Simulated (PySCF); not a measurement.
Caution: the restricted solution is unstable towards spin-unrestricted or complex orbitals, so a lower solution exists and this singlet may not be the ground state. This singlet lies within 0.05 eV of the relaxed quintet at the level TPSSh-D3(BJ)/def2-TZVP // r2SCAN-D4/def2-SVP (PySCF).

## [Co(H2O)6]3+ (charge 3, multiplicity 1)

Calculation: PySCF 2.14.0 with r2SCAN-D4/def2-TZVP // r2SCAN-D4/def2-SVP.

```
Quantity                                                           Value
----------------------------------------  ------------------------------
HOMO                                                           -21.85 eV
HOMO–LUMO gap                                                    2.77 eV
LUMO                                                           -19.08 eV
charge on the central atom (Mulliken)                             0.48 e
charge on the central atom (meta-Löwdin)                          1.35 e
total energy                                               -1840.2304 Ha
cost                                      around 30 core-minutes (rough)
```

```xyz
19

Co     0.0604    -0.0203    -0.0042
O      1.1990    -1.3135    -0.8576
H      2.0867    -1.0136    -1.1565
H      0.8855    -1.9629    -1.5250
O      1.5482     1.1958    -0.0720
H      2.1356     1.2433     0.7155
H      1.4939     2.1077    -0.4340
O     -0.6326     0.7052    -1.6446
H     -1.3916     0.2414    -2.0644
H     -0.0688     1.0365    -2.3779
O     -1.4087    -1.2603    -0.0413
H     -2.2245    -1.0168     0.4512
H     -1.3064    -2.2329     0.0532
O      0.7667    -0.6432     1.6722
H      1.3622    -1.4258     1.6544
H      0.2365    -0.7157     2.4962
O     -1.1104     1.1944     0.9183
H     -1.6071     1.8491     0.3778
H     -0.8774     1.6471     1.7587
```
Charge +3, spin multiplicity 1.
